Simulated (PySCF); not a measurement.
Species: `C#CCC[Si](N)(N)O[SiH3]`. The columns A, B, C and D hold Mulliken, IAO, Hirshfeld and ESP-fitted charges (e) of one PBE0/pcSseg-1 density (PySCF), in a shuffled order. Coordinates in Å (GFN2-xTB); the density's dipole moment is (-1.04, 0.76, 0.22) D.

```csv
atom,x,y,z,A,B,C,D
C1,4.354,-1.087,-0.658,-0.466,-0.383,-0.270,-0.138
C2,3.383,-0.445,-0.382,-0.089,+0.181,-0.018,-0.039
C3,2.178,0.290,-0.059,+0.268,-0.193,-0.267,-0.056
C4,0.926,-0.566,-0.271,-0.331,-0.566,-0.571,-0.164
Si5,-0.654,0.359,0.240,+1.073,+1.260,+1.418,+0.489
N6,-0.476,0.814,1.895,-1.102,-0.644,-0.856,-0.320
N7,-1.032,1.842,-0.558,-0.999,-0.643,-0.859,-0.323
O8,-1.879,-0.669,-0.096,-0.599,-0.735,-0.889,-0.309
Si9,-3.458,-0.986,-0.200,+0.605,+0.719,+0.890,+0.386
H10,5.215,-1.638,-0.895,+0.311,+0.036,+0.197,+0.085
H11,2.226,0.619,0.982,+0.011,+0.156,+0.166,+0.048
H12,2.127,1.183,-0.689,-0.018,+0.143,+0.155,+0.049
H13,1.031,-1.489,0.299,+0.091,+0.147,+0.153,+0.040
H14,0.872,-0.861,-1.320,+0.072,+0.147,+0.152,+0.039
H15,-0.227,0.102,2.562,+0.391,+0.187,+0.261,+0.116
H16,-1.176,1.421,2.290,+0.411,+0.191,+0.265,+0.116
H17,-1.411,1.790,-1.489,+0.361,+0.188,+0.263,+0.115
H18,-0.373,2.600,-0.494,+0.369,+0.190,+0.266,+0.116
H19,-4.088,-0.720,1.095,-0.126,-0.129,-0.155,-0.084
H20,-4.048,-0.136,-1.235,-0.116,-0.128,-0.155,-0.084
H21,-3.498,-2.403,-0.552,-0.118,-0.123,-0.143,-0.082
```

Which column most likely holds the ESP-fitted charges?

A. Σ q r misses the density's dipole by 0.04 D (A), 0.35 D (D), 1.13 D (C), 4.09 D (B). Charges fitted to the outside potential are the only set here that is tied to the molecule's multipoles.

And the Hirshfeld charges?

D. The mean sizes are 0.152 e (D), 0.338 e (B), 0.378 e (A), 0.398 e (C), and Hirshfeld charges are commonly the smallest of these schemes.

As computed, A = ESP-fitted, B = Mulliken, C = IAO, D = Hirshfeld. Hydrogens on carbon: ESP-fitted -0.02 to +0.31, Mulliken +0.04 to +0.16, IAO +0.15 to +0.20, Hirshfeld +0.04 to +0.09 e.

The IAO scheme counts the electrons in orthogonalised intrinsic atomic orbitals, a minimal basis polarised so that it spans the occupied orbitals exactly. The ESP scheme is a least-squares fit of atom-centred charges to the potential on four shells outside the van der Waals surface, with the total charge fixed.

Geometry: GFN2-xTB, one conformer, isolated molecule.
